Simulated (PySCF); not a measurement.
CH7GeNSi2.
SMILES: `N#C[Si@H]([SiH3])[GeH3]`

Method: PBE0-D3(BJ)/def2-SVP geometry optimisation, gas phase (PySCF).

Masses are those of the commonest isotopes; rigid-rotor values at the optimised geometry. 

Task: Give the principal moments of inertia and the rotational constants in cm⁻¹.

Result: Ia = 252.56, Ib = 439.07, Ic = 636.94 u·Å²; 505379 MHz·u·Å²/I gives 2001, 1151 and 793.4 MHz, that is A = 0.06675, B = 0.03839, C = 0.02647 cm⁻¹.

Task: What kind of rotor is it?

Result: An asymmetric top: κ = (2 × 1151 − 2001 − 793.4)/(2001 − 793.4) = -0.41.

Task: Is it planar, by Δ = Ic − Ia − Ib?

Result: Not planar: Δ = Ic − Ia − Ib = -54.69 u·Å². For a rigid frame Δ = −2 Σ m c², so Σ m c² = 27.34 u·Å² lies off the ab plane: 10.80 from hydrogen and 16.55 from heavier atoms. The atom farthest from that plane is 2.15 Å away.

Task: Give the other two planar moments, Paa and Pbb, and the rms extents of the mass along the axes.

Result: Paa = Σ m a² = (Ib + Ic − Ia)/2 = 411.73 and Pbb = Σ m b² = (Ia + Ic − Ib)/2 = 225.22 u·Å². With the mass M = 162.93 u, the rms extents √(P/M) along a, b and c are 1.59, 1.18, 0.41 Å.

Task: Give the coordinates in the principal-axis frame, origin at the centre of mass.

Result: The sense of each axis is arbitrary; atoms in the order of the calculation.
```csv
atom,mass (u),a (Å),b (Å),c (Å)
N1,14.003,1.751,2.669,-0.403
C2,12.000,1.338,1.675,0.032
Si3,27.977,0.669,0.056,0.658
Si4,27.977,2.033,-1.631,-0.236
Ge5,73.921,-1.591,-0.096,-0.090
H6,1.008,0.753,0.112,2.148
H7,1.008,1.524,-2.953,0.240
H8,1.008,3.447,-1.445,0.202
H9,1.008,1.945,-1.570,-1.725
H10,1.008,-2.182,-1.435,0.387
H11,1.008,-1.609,-0.050,-1.626
H12,1.008,-2.420,1.066,0.480
```

Task: Where do the levels up to J = 2 lie, in K?

Result: Above 0(0,0), as E/k:
J = 1: 1(0,1) 0.093, 1(1,1) 0.134, 1(1,0) 0.151
J = 2: 2(0,2) 0.276, 2(1,2) 0.304, 2(1,1) 0.355, 2(2,1) 0.477, 2(2,0) 0.482
Those of J = 1 are B + C, A + C and A + B.

Task: Predict some low-J microwave lines.

Result: The dipole components are |μa| = 1.39 D, |μb| = 3.20 D, |μc| = 0.90 D. Intensities carry the squares of the components, which stand as 0.19 : 1.00 : 0.08 (a : b : c). Some lines, for components of 0.1 D or more:

| type | branch | J(Ka,Kc) | MHz | lower level (cm⁻¹) |
| --- | --- | --- | --- | --- |
| a | Q | 1(1,0) ← 1(1,1) | 358 | 0.093 |
| a | Q | 3(2,1) ← 3(2,2) | 423 | 0.526 |
| c | Q | 2(1,2) ← 2(0,2) | 584 | 0.192 |
| a | Q | 2(1,1) ← 2(1,2) | 1073 | 0.211 |
| b | Q | 3(2,1) ← 3(1,2) | 2503 | 0.457 |
| b | Q | 2(2,0) ← 2(1,1) | 2641 | 0.247 |
| b | Q | 2(2,1) ← 2(1,2) | 3623 | 0.211 |
| a | R | 2(1,1) ← 1(1,0) | 4247 | 0.105 |
| c | Q | 3(3,1) ← 3(2,1) | 4772 | 0.541 |
| b | Q | 3(3,1) ← 3(2,2) | 5195 | 0.526 |
| a | R | 3(1,2) ← 2(1,1) | 6303 | 0.247 |
| c | R | 2(2,1) ← 1(1,1) | 7154 | 0.093 |
| b | R | 2(2,0) ← 1(1,1) | 7245 | 0.093 |
| b | R | 3(2,2) ← 2(1,1) | 8383 | 0.247 |
| c | R | 3(3,0) ← 2(2,0) | 10952 | 0.335 |
| c | R | 3(3,1) ← 2(2,1) | 11028 | 0.332 |
| b | R | 3(3,0) ← 2(2,1) | 11044 | 0.332 |

Task: Estimate the classical rotational partition function at 100 K, 298.15 K and 500 K.

Result: Point group C1, symmetry number σ = 1; q = (√π/σ)·√((kT/h)³/(ABC)), k/h = 20836.6 MHz/K: 125000 at 100 K, 642000 at 298.15 K, 1390000 at 500 K.

Stationary, but not proved a minimum. No vibrational averaging or centrifugal distortion is included, and the geometry carries the error of its method. A rigid rotor knows nothing of internal rotation, which can split or shift real lines. Quadrupole hyperfine structure (14N) is left out.
